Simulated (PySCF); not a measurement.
**Working with the constants of CaPb**

ROHF-SCS-MP2 constants of CaPb, triplet, unpaired electrons π ↑↑ (Ca def2-SVPD, Pb def2-SVPD with ECP60; scalar-relativistic core potentials (PySCF 2.14); masses 39.9626 and 207.9766 u):

| Property | Result |
| --- | --- |
| ωe | 144.8 cm⁻¹ |
| ωexe | 0.878 cm⁻¹ |
| Be | 0.050097 cm⁻¹ |
| αe | 0.000308 cm⁻¹ |
| De to Ca + Pb | 0.73 eV |

What force constant and bond length do these constants imply?

Reduced mass μred = 33.521 u; k = 5.8918×10⁻⁷·μred·ωe² (u, cm⁻¹, mdyn/Å) = 0.414 mdyn/Å; Re = √(16.8576/(μred·Be)) (u, cm⁻¹, Å) = 3.168 Å.

Estimate the centrifugal constant D from the Kratzer relation and find the Dunham coefficient a1.

D = 4Be³/ωe² = 2.4e-08 cm⁻¹; a1 = −1 − αeωe/(6Be²) = -3.96.

Correlated steps freeze 9 core orbitals. Correlated levels converge slowly with the basis: in double zeta they bind strong bonds too weakly, by up to about 1 eV, and carry superposition errors of some tenths. These are scalar-relativistic numbers at best; spin–orbit coupling would shift them, the dissociation energy most. The state is the lowest determinant that a PBE0 search found; another state may lie lower at other levels.
